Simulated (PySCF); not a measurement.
C7H7N.
Geometry (GFN2-xTB, Å), atoms numbered from 1 in this order:
```xyz
15
C7H7N angstrom
C     -2.2116   -0.5397    2.1558
C     -1.7356   -0.5202    1.0584
C     -1.1372   -0.4487   -0.2665
C      0.3142   -0.4095   -0.1654
C      1.5061   -0.2989   -0.1001
C      2.9469   -0.2146   -0.0138
C     -1.6902    0.7723   -0.9918
N     -1.0575    1.7103   -1.5187
H     -2.6348   -0.5764    3.1148
H     -1.4421   -1.3380   -0.8386
H      3.3197    0.5236   -0.7238
H      3.2419    0.0825    0.9924
H      3.3924   -1.1824   -0.2433
H     -2.7750    0.8081   -1.0416
H     -0.0417    1.6395   -1.4399
```

PySCF, density fitting, gas phase, GFN2-xTB geometry. The standard run uses grid level 2 after a coarse-grid start, the def2-universal JK fitting basis (with tight functions added where the orbital basis needs them), an energy threshold of 1e-9 Eh and DIIS. Cycle counts include a coarse-grid stage where the run had one.

**Question.** Standard PBE0/pcSseg-1: E = -325.110397 Eh, HOMO -7.401 eV, LUMO -0.185 eV, dipole 2.404 D, 14 cycles (coarse-grid cycles included). What changes at PBE0/pcSseg-1 with: grid level 3?

**Answer.** E = -325.110398 Eh (-0.001 mEh), HOMO -7.401 eV (0.000), LUMO -0.185 eV (0.000), dipole 2.404 D (0.000), 14 SCF cycles. The result matches the standard run within 0.02 mEh and 0.003 eV.

The cycles:
```
cycle   1  E = -324.9902285392  dE =  1.231e+00  |g| = 5.427e-01  |ddm| = 4.067e+00
cycle   2  E = -324.9278115058  dE =  6.242e-02  |g| = 7.691e-01  |ddm| = 1.494e+00
cycle   3  E = -325.0507646065  dE = -1.230e-01  |g| = 2.180e-01  |ddm| = 8.496e-01
cycle   4  E = -325.0613100762  dE = -1.055e-02  |g| = 7.192e-02  |ddm| = 2.315e-01
cycle   5  E = -325.0623260365  dE = -1.016e-03  |g| = 3.242e-02  |ddm| = 6.912e-02
cycle   6  E = -325.0625657728  dE = -2.397e-04  |g| = 4.718e-03  |ddm| = 2.756e-02
cycle   7  E = -325.0625706875  dE = -4.915e-06  |g| = 1.449e-03  |ddm| = 6.265e-03
cycle   8  E = -325.1103863678  dE = -3.462e-05  |g| = 6.638e-03  |ddm| = 5.598e-02
cycle   9  E = -325.1103815951  dE =  4.773e-06  |g| = 8.076e-03  |ddm| = 1.509e-02
cycle  10  E = -325.1103965879  dE = -1.499e-05  |g| = 2.248e-03  |ddm| = 7.488e-03
cycle  11  E = -325.1103978193  dE = -1.231e-06  |g| = 1.775e-04  |ddm| = 1.737e-03
cycle  12  E = -325.1103978234  dE = -4.184e-09  |g| = 1.233e-04  |ddm| = 2.631e-04
cycle  13  E = -325.1103978265  dE = -3.011e-09  |g| = 4.977e-05  |ddm| = 1.429e-04
cycle  14  E = -325.1103978270  dE = -5.018e-10  |g| = 1.588e-05  |ddm| = 4.426e-05
```
